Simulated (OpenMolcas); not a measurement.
# V2+, Nb2+, Ta2+: d3 down the group

```yaml
Program: OpenMolcas 26.06
Method: MS-RASPT2, IPEA 0.25 Eh, imaginary shift 0.1 Eh
Basis: ANO-R2
Scalar_Hamiltonian: X2C, finite nucleus
Spin-orbit_coupling: state interaction with AMFI integrals over the reference wave functions, term energies averaged over their components
```

Active space for each ion: 9 electrons in 8 orbitals (RAS1 p, at most 2 holes; RAS2 d); closed shells correlated by CASPT2: V2+ 3s; Nb2+ 4s; Ta2+ 5s.

Computed levels in cm-1 above 4F 3/2:

| Level | V2+ | Nb2+ | Ta2+ |
| --- | --- | --- | --- |
| 4F 5/2 | 160 | 547 | 2850 |
| 4F 7/2 | 380 | 1247 | 5480 |
| 4F 9/2 | 656 | 2050 | 7630 |
| 4P 1/2 | 12020 | 8780 | 15370 |
| 2G 7/2 | 12050 | 9640 | 13050 |
| 4P 3/2 | 12090 | 8630 | 15980 |
| 4P 5/2 | 12280 | 9920 | 15000 |
| 2P 1/2 | 15500 | 10400 | 9870 |
| 2D 5/2(1) | 16790 | 13990 | 19750 |
| weight of 4F in the lowest level (%) | 100 | 99 | 88 |

Mixed levels, with the weight of the term that names them: Nb2+ 4P 1/2 (74 %), Nb2+ 4P 3/2 (63 %), Nb2+ 2P 1/2 (74 %), Ta2+ 4P 1/2 (56 %), Ta2+ 4P 3/2 (52 %), Ta2+ 2P 1/2 (56 %).

Measured, with the error of the calculation in %. Measured levels: V2+ from Sugar and Corliss, J. Phys. Chem. Ref. Data 7, 1191 (1978); Nb2+ from the list in Shadmi, J. Res. Natl. Bur. Stand. 70A, 435 (1966).

```json
{"Level": "4F 5/2", "V2+": "146 (+10.3)", "Nb2+": "516 (+6.1)"}
{"Level": "4F 7/2", "V2+": "342 (+11.4)", "Nb2+": "1177 (+6.0)"}
{"Level": "4F 9/2", "V2+": "584 (+12.3)", "Nb2+": "1939 (+5.8)"}
{"Level": "4P 1/2", "V2+": "11514 (+4.4)", "Nb2+": "8664 (+1.3)"}
{"Level": "2G 7/2", "V2+": "11966 (+0.7)", "Nb2+": "9236 (+4.4)"}
{"Level": "4P 3/2", "V2+": "11592 (+4.3)", "Nb2+": "8608 (+0.2)"}
{"Level": "4P 5/2", "V2+": "11770 (+4.4)", "Nb2+": "9594 (+3.4)"}
{"Level": "2P 1/2", "V2+": "15580 (-0.5)", "Nb2+": ""}
{"Level": "2D 5/2(1)", "V2+": "16375 (+2.5)", "Nb2+": "13094 (+6.9)"}
```

The fine-structure level 4F 9/2 changes by a factor of 11.6 from V2+ to Ta2+.

Without spin-orbit coupling 4P lies 11810, 8420, 8720 cm-1 above 4F in that order; the difference to the level 4P 1/2, of either sign, comes from spin-orbit coupling, which also lowers the zero.

Term energies are means over components that CASPT2 splits; among the terms shown or strongly mixed into the levels shown the widest spread is 1600 cm-1 (4d3 4F, Nb2+). Active for correlation alone: 3p; no level in the range computed is led by a configuration that opens it, so any true level of that kind is missing (holds for V2+). The CASPT2 spread within a term exceeds the gap to the next term for 3d3 2G and 3d3 4P, so the order of their levels is uncertain (holds for V2+). Active for correlation alone: 4p; no level in the range computed is led by a configuration that opens it, so any true level of that kind is missing (holds for Nb2+). Active for correlation alone: 5p; no level in the range computed is led by a configuration that opens it, so any true level of that kind is missing (holds for Ta2+). Measured partners are found by configuration, term and J. A level has none where our copy of the source lacks it or the pairing is in doubt (some pairs that miss far off the trend of their configuration count as doubtful), and it then counts in no deviation. Only configurations of the active space appear.

A number in round brackets counts repeated terms of one configuration in the order of the reference energies.
